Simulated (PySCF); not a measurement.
## 1-ethoxy-2-methylpropane: full NMR table

```yaml
Formula: C6H14O
SMILES: CCOCC(C)C
Point_group_of_the_computed_structure: C1
Degrees_of_unsaturation: 0
Carbon_signals: 5
Proton_signals: 5
```

Atom-mapped SMILES (the numbers label the heavy atoms): `[CH3:1][CH2:2][O:3][CH2:4][CH:5]([CH3:6])[CH3:7]`. Hydrogens are named by the atom that carries them.

[PySCF: structure optimised with GFN2-xTB; NMR shieldings at PBE0/pcSseg-1/GIAO; gas phase; non-relativistic Hamiltonian; averaged over atoms made equivalent by symmetry, fast rotation or ring inversion; one computed conformer]

Scale: $^{1}$H (σref 31.72) and $^{13}$C (σref 186.93) vs TMS; H2O for $^{17}$O (σref 336.08) (reference shieldings calculated alike).

```tsv
carbon	δC, type	δH (multiplicity)	HMBC from (2–3 bonds)	span of the C tensor (ppm)
C1	15.9, CH3	1.19 (t)	H(C2)	34
C2	70.1, CH2	3.87 (q)	H(C4), H(C1)	83
C4	79.8, CH2	3.16 (d)	H(C2), H(C5), H(C6)/H(C7)	73
C5	33.9, CH	1.76 (m)	H(C4), H(C6)/H(C7)	18
C6/C7	21.6, CH3	0.95 (d)	H(C4), H(C5), H(C6)/H(C7)	39
```

Other nuclei:
| atoms | nucleus | environment | δ (ppm) | σ (ppm) |
| --- | --- | --- | --- | --- |
| O3 | $^{17}$O | ether oxygen | 54.8 | 281.2 |

1. Carbon types of the structure: 1 × CH, 2 × CH2, 3 × CH3, which accounts for all hydrogens.
2. δC 79.8, 70.1: sp3 CH2 bonded to O; pulled downfield by the heteroatom.
3. δC 33.9: sp3 CH; aliphatic region, no heteroatom directly attached.
4. δC 21.6, 15.9: methyl carbon; saturated and bonded to C and H only.
5. δH 3.87, 3.16: hydrogen on an sp3 CH2 bonded to O; its carbon carries O, which withdraws density.
6. δH 1.76: hydrogen on an sp3 CH.

Shifts are as computed. Against solution values, carbons near 30 ppm lie about +3 ppm off and those near 130 ppm about +5 ppm (rms about the fit 2.1 ppm; single classes can miss by 10 ppm). Of 1328 compounds with measured shifts, 309 miss one by over three times the rms of a fit or turn the order of signals round; such compounds aren't used in these exercises. Signals without a measured value on file couldn't be tested in this way; 1H shifts scatter by 0.2 ppm about their fit, and single ones miss by 0.5 ppm. Experimental scales use liquid or dissolved standards, which lie at an offset from isolated H2O (liquid H2O: subtract about 36 ppm). Multiplicities follow the n + 1 count of equivalent neighbours, as no J values were calculated; m marks all less simple cases, F and P coupling included.
